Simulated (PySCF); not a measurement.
A calculated (LDA, PySCF 2.14, jorge-DZP-DKH, scalar relativity by spin-free X2C-1e) atom or ion has these occupied shells.

| shell | electrons | orbital energy (eV) | rms radius, mean of both spins (bohr) |
| --- | --- | --- | --- |
| 1s α | 1 | -1788.4 | 0.129 |
| 1s β | 1 | -1788.3 | 0.129 |
| 2s α | 1 | -148.21 | 0.622 |
| 2s β | 1 | -148.08 | 0.622 |
| 2p α | 3 | -105.18 | 0.604 |
| 2p β | 3 | -105.02 | 0.604 |
| 3s α | 1 | -19.418 | 2.21 |
| 3s β | 1 | -18.575 | 2.21 |
| 3p α | 1 | -12.072 | 2.68 |

Task: Name the element and its charge.

Result: Si⁺ (silicon, charge +1), in [Ne] 3s2 3p1, 2P determinant.
